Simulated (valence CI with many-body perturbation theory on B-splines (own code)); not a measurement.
Values are calculated unless marked as measured or tabulated.
# W LX in three bases

Method: valence CI with perturbative core correlation (CI+MBPT): five valence electrons over a frozen Dirac-Fock core [Ne], a basis of 9 s, 9 p, 8 d, 6 f, 3 g, 1 h functions for each j, with the one-electron correlation potential Σ1, the two-electron term Σ2, the three-electron term Σ3, Breit, model QED; selected CI, second order for the rest, scaled by the run's own slope (own B-spline code, finite nucleus).

No measured spectrum was set against this ion. As an estimate, large intervals hold to a few tenths of a per cent, small ones and those within an open d or f shell to about a per cent. Among the levels kept, up to 1200 cm⁻¹ of a level comes from second order outside the variational space, and about a tenth of that is noise between levels of different J, which matters for small intervals.

The reference run has the lowest level (3s^2 3p1/2^2 3p3/2) J=3/2 and an ionisation energy of 6104.31 eV. Its largest variational space holds 20000 state functions.

Levels are named by their leading jj configuration (3d3/2^4 stands for four electrons in 3d with j = 3/2), which in mixed levels can hold well under half, so a name can repeat and another be missing. Letters in brackets count levels of one name in rising energy.

Changed runs:
A. basis 6 s, 6 p, 5 d, 3 f, 1 g
B. basis 5 s, 5 p, 4 d, 2 f

Excitation energies of the reference run in cm⁻¹, and shifts in cm⁻¹:

| Level | Reference | A | B |
| --- | --- | --- | --- |
| (3s^2 3p1/2^2 3d3/2) J=3/2 | 1852230 | +235 | +675 |
| (3s^2 3p1/2^2 3d5/2) J=5/2 | 2613510 | +321 | +916 |
| (3s^2 3p1/2 3p3/2^2) J=3/2 | 2753080 | -140 | -437 |
| (3s^2 3p1/2 3p3/2^2) J=5/2 | 2848240 | +21 | +104 |
| (3s^2 3p1/2 3p3/2^2) J=1/2 | 2972170 | +43 | +234 |
| (3s 3p1/2^2 3p3/2^2) J=5/2 | 4159800 | -149 | -414 |
| (3s 3p1/2^2 3p3/2^2) J=3/2 | 4399730 | -45 | -161 |
| (3s 3p1/2^2 3p3/2^2) J=1/2 | 4415380 | -40 | -23 |
| (3s^2 3p1/2 3p3/2 3d3/2) J=5/2 [a] | 4584580 | +106 | +207 |
| (3s^2 3p1/2 3p3/2 3d3/2) J=1/2 [a] | 4611120 | +14 | -29 |
| (3s^2 3p1/2 3p3/2 3d3/2) J=3/2 [a] | 4613080 | +67 | +146 |
| (3s^2 3p1/2 3p3/2 3d3/2) J=7/2 | 4683890 | +313 | +983 |
| Ionisation energy (eV) | 6104.31 | -0.041 | -0.15 |
